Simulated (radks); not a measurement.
Yb III, 68 electrons, occupied as [Xe] 4f14.

All-electron calculation, Dirac Kohn-Sham, exchange-only PBE, spin-unpolarised, spherical densities, point nucleus. Program: a radial shooting solver on a logarithmic mesh with Libxc functionals.

Energy parts (eV):
total: -382896.85
kinetic: 425586.63
electron-nucleus: -950174.38
Hartree: 149587.95
exchange: -7897.06

Orbitals (lengths in bohr, moments of r in powers of bohr; r(max) is where P^2 peaks):
| orbital | occ. | eigenvalue (eV) | <r^4> | r(max) | <r> |
|---|---|---|---|---|---|
| 1s1/2 | 2 | -61183.89 | 7.553e-07 | 0.01236 | 0.01966 |
| 2s1/2 | 2 | -10370.96 | 0.0001156 | 0.07076 | 0.08274 |
| 2p1/2 | 2 | -9891.675 | 0.00007038 | 0.05296 | 0.06872 |
| 2p3/2 | 4 | -8844.464 | 0.00009809 | 0.05938 | 0.07622 |
| 3s1/2 | 2 | -2347.700 | 0.004343 | 0.1997 | 0.2162 |
| 3p1/2 | 2 | -2136.462 | 0.003875 | 0.1874 | 0.2061 |
| 3p3/2 | 4 | -1914.193 | 0.004960 | 0.2008 | 0.2201 |
| 3d3/2 | 4 | -1555.156 | 0.003443 | 0.1581 | 0.1935 |
| 3d5/2 | 6 | -1506.594 | 0.003714 | 0.1618 | 0.1978 |
| 4s1/2 | 2 | -472.4996 | 0.1054 | 0.4555 | 0.4878 |
| 4p1/2 | 2 | -387.0786 | 0.1176 | 0.4568 | 0.4956 |
| 4p3/2 | 4 | -336.7527 | 0.1514 | 0.4853 | 0.5281 |
| 4d3/2 | 4 | -196.4149 | 0.2079 | 0.4859 | 0.5535 |
| 4d5/2 | 6 | -187.2563 | 0.2259 | 0.4951 | 0.5651 |
| 4f5/2 | 6 | -17.1610 | 2.361 | 0.4804 | 0.7727 |
| 4f7/2 | 8 | -15.8432 | 2.825 | 0.4860 | 0.7946 |
| 5s1/2 | 2 | -68.3776 | 4.092 | 1.072 | 1.209 |
| 5p1/2 | 2 | -45.3339 | 7.190 | 1.170 | 1.366 |
| 5p3/2 | 4 | -39.2226 | 10.06 | 1.262 | 1.483 |

The highest occupied level is 4f7/2 at -15.843 eV. The density falls to 0.001 e/bohr^3 at r = 3.34 bohr. Summed over all electrons, <r^2> = 36.50 bohr^2, which gives a Langevin (diamagnetic) susceptibility term of -28.9 x 10^-6 cm^3/mol. For comparison, the ionisation energy in NIST's Atomic Spectra Database is 25.05 eV (semi-empirical). In exact Kohn-Sham theory the highest level is minus the ionisation energy, but local and semilocal functionals leave it too shallow, through self-interaction and a potential that decays too fast; potentials with the right tail come closer.
